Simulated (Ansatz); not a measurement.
`[CH3][InH][Br]`. Charge 0, multiplicity 1. In takes the def2 core potential. Geometry: relaxed with PBE0-D4/def2-TZVP.

```xyz
7

C     0.101   -0.487    0.956
In   -0.436    0.477   -0.868
Br    1.575    0.969   -2.268
H    -0.771   -0.713    1.569
H     0.632   -1.410    0.720
H     0.779    0.165    1.509
H    -1.880    1.000   -1.619
```

What is the dipole moment at ωB97M-V/def2-TZVPP? (Estimate.)

Computed: 3.38 D, with components (-2.25, -0.94, 2.34) D in this frame, pointing from negative to positive charge.

And with PBE, r2SCAN, B3LYP? (Best estimate.)

Ansatz gave: PBE 3.21 D, r2SCAN 3.35 D, B3LYP 3.33 D.

Give the Mulliken charges with ωB97M-V, r2SCAN, PBE in def2-TZVPP. (Best estimate.)

Computed: 
```csv
atom,ωB97M-V,r2SCAN,PBE
C1,-0.59,-0.46,-0.53
In2,0.63,0.69,0.66
Br3,-0.39,-0.42,-0.40
H4,0.14,0.10,0.12
H5,0.14,0.10,0.12
H6,0.14,0.10,0.12
H7,-0.07,-0.11,-0.10
```

B3LYP here is the variant with VWN-RPA as its local correlation; programs differ in this.
